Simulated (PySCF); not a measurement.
**Arsenic: a sound run and one with changed settings**

Sound run: As²⁺ [Ar] 3d10 4s2 4p1, As³⁺ [Ar] 3d10 4s2. Calculation: PySCF 2.14, in x2c-TZVPall (6s5p4d1f, 48 functions); the spin-free X2C one-electron Hamiltonian (Gaussian nucleus). In the sound run the correlated levels freeze [Ar] 3d10. The sound run starts from symmetry-adapted Hartree-Fock orbitals and uses a fine grid where one is needed.

A second run was set up differently.

| species | method | sound run (hartree) | changed run (hartree) | converged |
| --- | --- | --- | --- | --- |
| As²⁺ | UHF | -2258.00411 | -2258.00411 | yes |
| As²⁺ | TPSS | -2259.60927 | -2259.60927 | yes |
| As²⁺ | M06-L | -2259.58690 | -2259.58690 | yes |
| As²⁺ | MP2 | -2258.04312 | -2258.03053 | yes |
| As²⁺ | CCSD(T) | -2258.05752 | -2258.05752 | yes |
| As³⁺ | UHF | -2256.99753 | -2256.99753 | yes |
| As³⁺ | TPSS | -2258.57807 | -2258.57807 | yes |
| As³⁺ | M06-L | -2258.56850 | -2258.56850 | yes |
| As³⁺ | MP2 | -2257.02690 | -2257.01694 | yes |
| As³⁺ | CCSD(T) | -2257.03744 | -2257.03744 | yes |

Ionisation energy of As²⁺:

```json
{"method": "UHF", "sound run (eV)": "27.391", "changed run (eV)": "27.391"}
{"method": "TPSS", "sound run (eV)": "28.060", "changed run (eV)": "28.060"}
{"method": "M06-L", "sound run (eV)": "27.712", "changed run (eV)": "27.712"}
{"method": "MP2", "sound run (eV)": "27.653", "changed run (eV)": "27.581"}
{"method": "SCS-MP2", "sound run (eV)": "27.645", "changed run (eV)": "27.578"}
{"method": "CCSD", "sound run (eV)": "27.739", "changed run (eV)": "27.739"}
{"method": "CCSD(T)", "sound run (eV)": "27.758", "changed run (eV)": "27.758"}
```

Q: What was changed?
A. radial grid too coarse
B. too few SCF iterations
C. basis contracted for another Hamiltonian
D. level shift left on

A: D. It used initial guess 1e, at most 50 SCF cycles, level shift 0.5 hartree. A level shift leaves the converged SCF energy unchanged but raises the virtual orbital energies, which shrinks MP2 if it is not removed.
